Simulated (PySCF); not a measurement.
## RuF₂ + RuCl₂ → 2 RuFCl

Level: PBE0 in the def2-TZVP basis family, computed in PySCF with density fitting; scalar-relativistic core potentials for atoms from Rb on, none lighter, no spin–orbit coupling; open shells unrestricted.

| species | state and structure | E (Eh) | ZPE (kJ/mol) | H(298 K) − H(0) (kJ/mol) | S° (J/(mol K)) |
| --- | --- | --- | --- | --- | --- |
| RuF₂ | quintet, D∞h, Ru–F 1.866 Å (×2) | -294.48914 | 9.4 | 12.9 | 275.1 |
| RuCl₂ | quintet, D∞h, Ru–Cl 2.230 Å (×2) | -1015.07402 | 5.5 | 14.6 | 302.7 |
| RuFCl | quintet, C∞v, Ru–Cl 2.224 Å, Ru–F 1.875 Å; Cl–Ru–F 180.0° | -654.78086 | 7.3 | 13.8 | 294.8 |

What is the electronic reaction energy?

At PBE0/def2-TZVP, ΔE = 3.8 kJ/mol from the differences of the total energies times 2625.5, uphill. Ligand scrambling is nearly thermoneutral, as expected when bond energies add up.

Add zero-point, thermal and entropy terms for 298.15 K and 1 bar.

ΔZPE = -0.3 and Δ[H(298) − H(0)] = 0.1 kJ/mol give ΔH° = 3.6 kJ/mol. ΔS° = 11.8 J/(mol K), so ΔG° = 3.6 − 298.15 × (0.0118) = 0 kJ/mol and log₁₀K = 0.0.

Open d or f shells are single determinants, so the state found may not be the ground state. The structures come from searches over a few start shapes, so lower isomers are not excluded.
